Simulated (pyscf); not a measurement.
**H₃C–CH₂–SiH₃, singlet**

Gas-phase minimum from PySCF at ωB97X-D3(BJ)/def2-SVP, one conformer. H₃C–CH₂–SiH₃ lies 12.8 kcal/mol over its isomer H₃C–SiH₂–CH₃, and others may lie lower still (electronic energy, ωB97M-D3(BJ)). 

SMILES: CC[SiH3]
```xyz
11

C      0.4733     1.3968    -0.1607
C      0.0522    -0.0678    -0.3342
Si    -1.4017    -0.2929    -1.5136
H      1.3214     1.4972     0.5356
H     -0.3537     2.0087     0.2357
H      0.7797     1.8433    -1.1210
H     -0.2237    -0.5082     0.6398
H      0.8972    -0.6704    -0.7108
H     -1.7690    -1.7352    -1.6413
H     -2.5941     0.4591    -1.0163
H     -1.0555     0.2314    -2.8701
```
Charge 0, spin multiplicity 1.

Bond lengths (Å): C1–C2 1.534, C1–H4 1.102, C1–H5 1.102, C1–H6 1.102, C2–Si3 1.886, C2–H7 1.104, C2–H8 1.104, Si3–H9 1.494, Si3–H10 1.495, Si3–H11 1.495. Bond angles (°): C2–C1–H4 111.7, C2–C1–H5 111.4, C2–C1–H6 111.4, H4–C1–H5 107.4, H4–C1–H6 107.4, H5–C1–H6 107.3, C1–C2–Si3 113.4, C1–C2–H7 110.5, C1–C2–H8 110.5, Si3–C2–H7 108.1, Si3–C2–H8 108.2, H7–C2–H8 105.9, C2–Si3–H9 111.0, C2–Si3–H10 110.3 (the first ones only).

Properties at ωB97X-D3(BJ)/def2-SVP:

- Harmonic wavenumbers, unscaled: 146, 219, 235, 517, 612, 711, 773, 949, 964, 968, 988, 996, 1071, 1259, 1278, 1410, 1446, 1485, 1489, 2240, 2243, 2248, 3059, 3073, 3124, 3149, 3150 cm⁻¹
- Zero-point energy: 56.9 kcal/mol
- Rotational symmetry number: 1
- Entropy of this conformer at 298 K and 1 atm, rigid rotor and harmonic oscillator, modes under 100 cm⁻¹ raised to 100: 297.0 J/(mol K)
- Dipole moment: 0.81 D

Single-point totals, which compare only within one level (frozen core for MP2 and CC):

```json
[
 {"level": "ωB97X-D3(BJ)/def2-TZVP", "total energy (hartree)": "-370.63516"},
 {"level": "PBE/def2-TZVP", "total energy (hartree)": "-370.27346"},
 {"level": "r²SCAN/def2-TZVP", "total energy (hartree)": "-370.46831"},
 {"level": "B3LYP-D3(BJ)/def2-TZVP", "total energy (hartree)": "-370.59629"},
 {"level": "PBE0-D3(BJ)/def2-TZVP", "total energy (hartree)": "-370.33002"},
 {"level": "M06-2X/def2-TZVP", "total energy (hartree)": "-370.47835"},
 {"level": "ωB97M-D3(BJ)/def2-TZVP", "total energy (hartree)": "-370.61073"},
 {"level": "HF/def2-TZVPP", "total energy (hartree)": "-369.36466"},
 {"level": "MP2/def2-TZVPP", "total energy (hartree)": "-369.85675"},
 {"level": "CCSD/def2-TZVPP", "total energy (hartree)": "-369.90647"},
 {"level": "CCSD(T)/def2-TZVPP", "total energy (hartree)": "-369.92546"}
]
```

Soft torsions are taken as harmonic, which can shift the entropy by several J/(mol K). The CCSD(T) − MP2 part came from Ansatz, without density fitting, on the same reference.
